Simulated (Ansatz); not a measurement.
Total energies of CrF₂ from Ansatz at PBE0-D4/def2-TZVP, gas phase (1 Eh = 27.2114 eV = 2625.5 kJ/mol). The reference geometry is relaxed at B3LYP-D4/def2-TZVP.

```xyz
3

Cr   -0.4009    0.1085    0.1093
F    -0.0987    0.4122   -1.6143
F     0.4995   -0.5207    1.5050
```

```csv
state,geometry,energy (Eh)
charge 0 quintet,reference,-1243.92883
charge 1 quartet,reference,-1243.55702
charge 1 quartet,relaxed at B3LYP-D4/def2-TZVP,-1243.56987
free Cr atom (septet),–,-1044.22558
free F atom (doublet),–,-99.67617
```

Other spin states of the ions weren't run at this level and may lie lower.

Q: Work out the vertical ionisation energy to the quartet.

A: E(charge 1 quartet) − E(charge 0 quintet) = -1243.55702 − (-1243.92883) = 0.37181 Eh = 10.12 eV. For comparison, −ε of the highest occupied level of the spin that leaves is 7.47 eV at this level, 2.65 eV less.

Q: How much does the charge 1 quartet relax, and what is the adiabatic ionisation energy?

A: Relaxation: -1243.55702 − (-1243.56987) = 0.01285 Eh = 0.35 eV. Adiabatic ionisation energy: 0.35896 Eh = 9.77 eV, without zero-point energy. 

Q: What is the binding energy per atom against free atoms?

A: Atoms: 1 × (-1044.22558) + 2 × (-99.67617) = -1243.57792 Eh. Binding: -1243.57792 − (-1243.92883) = 0.35091 Eh = 9.55 eV, or 3.18 eV for each of 3 atoms (no zero-point energy, no counterpoise term).

 The singlet lies 3.31 eV above the quintet at this level but is left out (at the level of its geometry, restricted singlet, unstable towards broken spin symmetry at other levels and untested here). With broken spin symmetry it lies 1.55 eV lower (⟨S²⟩ 1.98). The triplet lies 1.30 eV above the quintet at this level but is left out (at the level of its geometry, ⟨S²⟩ 2.98, where a pure state has 2.00).
